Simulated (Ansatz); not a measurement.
Geometry optimisation, Ansatz, RKS BLYP-D4/def2-SVP.

The input (input.yaml):

```yaml
crystal:
  periodic: [false, false, false]
  atoms:
    - { symbol: Sn, position_ang: [0.165095, -0.052796, 0.287052] }
    - { symbol: H, position_ang: [0.592006, -0.101548, 1.962308] }
    - { symbol: C, position_ang: [2.303179, 0.02306, 0.329091] }
    - { symbol: H, position_ang: [2.545691, -0.910729, 0.873789] }
    - { symbol: H, position_ang: [2.922286, 0.103071, -0.584688] }
    - { symbol: H, position_ang: [2.486836, 0.889998, 0.993859] }
    - { symbol: Cl, position_ang: [-1.147577, 1.837467, -0.363174] }
    - { symbol: O, position_ang: [-0.663712, -1.673202, -0.576236] }
    - { symbol: H, position_ang: [-1.564904, -1.813123, -0.2178] }
basis:
  gaussian: { orbitals: def2-SVP }
hamiltonian:
  xc: blyp
  dispersion: d4
relax:
  f_tol: 0.03
  max_steps: 50
output:
  orbitals: {}
```

Launched with:

```bash
$ ansatz run input.yaml --threads 2 --pin off --max-ram 3072MiB --backend cpu --events-out ev --progress --plain --runs-dir out
```

Task: Where does it end, and by what steps?

Result: It converged. After 8 steps the energy has fallen by 0.824 eV; H2 moved furthest, 1.02 Å.

```json
{"step": "0", "energy less start (eV)": "0.0000", "largest force component (eV/Å)": "1.334", "accepted": "yes"}
{"step": "1", "energy less start (eV)": "-0.3291", "largest force component (eV/Å)": "0.851", "accepted": "yes"}
{"step": "2", "energy less start (eV)": "-0.5217", "largest force component (eV/Å)": "0.517", "accepted": "yes"}
{"step": "3", "energy less start (eV)": "-0.6490", "largest force component (eV/Å)": "0.448", "accepted": "yes"}
{"step": "4", "energy less start (eV)": "-0.7585", "largest force component (eV/Å)": "0.298", "accepted": "yes"}
{"step": "5", "energy less start (eV)": "-0.8103", "largest force component (eV/Å)": "0.154", "accepted": "yes"}
{"step": "6", "energy less start (eV)": "-0.8181", "largest force component (eV/Å)": "0.402", "accepted": "yes"}
{"step": "7", "energy less start (eV)": "-0.8236", "largest force component (eV/Å)": "0.074", "accepted": "yes"}
{"step": "8", "energy less start (eV)": "-0.8238", "largest force component (eV/Å)": "0.012", "accepted": "yes"}
```

```xyz
9
Properties=species:S:1:pos:R:3
Sn 0.209 -0.078 0.648
H -0.379 -0.157 2.286
C 2.341 0.019 0.276
H 2.824 -0.891 0.680
H 2.486 0.073 -0.818
H 2.758 0.921 0.759
Cl -0.813 1.862 -0.337
O -0.405 -1.685 -0.403
H -1.381 -1.762 -0.386
```

Time of the run: 32 s on 2 threads of Arm Neoverse N1, with other jobs on the host, peak memory 0.15 GiB.
